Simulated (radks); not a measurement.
Task: All-electron atom: W2+ in [Xe] 4f14 5d4. Method: scalar-relativistic Kohn-Sham, r2SCAN, spin-polarised, spherical densities, finite nucleus; open shells are filled with parallel spins first (spin-orbit coupling, left out, can overturn this in heavy ions); meta-GGA in the generalised Kohn-Sham scheme; Fermi nuclear charge, rms radius 5.3658 fm; computed with a radial shooting solver on a logarithmic mesh with Libxc functionals. Some entries of the table are withheld. Estimate them.

orbital,occ.,eigenvalue (eV),<r^2> (bohr^2),<r> (bohr)
1s down,1,-69578.52,0.0004632,0.01835
1s up,1,-69578.50,0.0004632,0.01835
2s up,1,-12048.28,0.007119,0.07756
2s down,1,-12048.00,0.007119,0.07756
2p up,3,-10536.86,0.005893,0.06944
2p down,3,-10536.65,0.005893,0.06944
3s down,1,-2796.761,0.04613,0.2008
3s up,1,-2796.760,0.04613,0.2008
3p up,3,-2347.051,0.04693,0.2012
3p down,3,-2347.030,0.04693,0.2012
3d up,5,-1828.756,0.03900,0.1824
3d down,5,-1828.616,0.03900,0.1824
4s up,1,-595.1901,0.2281,0.4496
4s down,1,-595.0066,0.2282,0.4497
4p up,3,-447.0124,0.2596,0.4778
4p down,3,-446.8591,0.2596,0.4778
4d up,5,-258.2071,0.3030,0.5114
4d down,5,-258.0173,0.3028,0.5113
5s up,1,-97.5616,1.303,1.076
5s down,1,-95.6221,1.274,1.065
5p up,3,-61.5084,(1),1.256
5p down,3,-58.7127,(2),1.236
4f up,7,-49.4999,0.4692,0.6101
4f down,7,-49.0444,0.4566,0.6039
5d up,4,(3),3.980,1.846
5d down,0,(4),4.060,1.850

Result: 
(1) 5p up <r^2> (bohr^2): 1.788
(2) 5p down <r^2> (bohr^2): 1.728
(3) 5d up eigenvalue (eV): -21.1149
(4) 5d down eigenvalue (eV): -16.9194
